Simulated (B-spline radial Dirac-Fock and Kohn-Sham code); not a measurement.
Core-hole lifetimes of Ni¹⁴⁺

System: nickel as Ni¹⁴⁺, 1s2 2s2 2p6 3s2 3p2.

Input file task.json (cfg lists n, l and occupation; rrms is the nuclear radius in fm):

```json
{"items": [{
  "Z": 28,
  "q": 14,
  "cfg": [[1, 0, 2], [2, 0, 2], [2, 1, 6], [3, 0, 2], [3, 1, 2]],
  "A": 58,
  "rrms": 3.7757,
  "do": ["binding", "quiet", "decay"],
  "holes": ["K", "L1", "L2", "L3", "M1"]
}]}
```

Command: `python xray_run.py task.json out`

These are calculated numbers from a radial B-spline solver; the model is one-electron (LDA, Dirac) transition rates at Dirac-Fock energies.

Partial widths are in eV. Coster-Kronig decay leaves a hole in the same principal shell; its rates are the weakest part of the model, often 1.5 to 2.5 times too large and more for N holes. Holes without an open Auger channel, or with an unreliable SCF state, are not listed.

```csv
hole,radiative,Auger,Coster-Kronig,total,fluorescence yield,lifetime (fs)
K,0.551,0.765,0,1.32,0.419,0.500
L1,0.00261,0.140,0,0.143,?,?
L2,0.000389,0.0566,0,0.0570,0.00683,11.6
L3,0.000413,0.0571,0,0.0575,0.00719,11.5
```

Task: What are the fluorescence yield and the lifetime of the L1 hole?

Result: The yield is the radiative width over the total, 0.0183, and the lifetime is ħ/Γ = 4.61 fs.
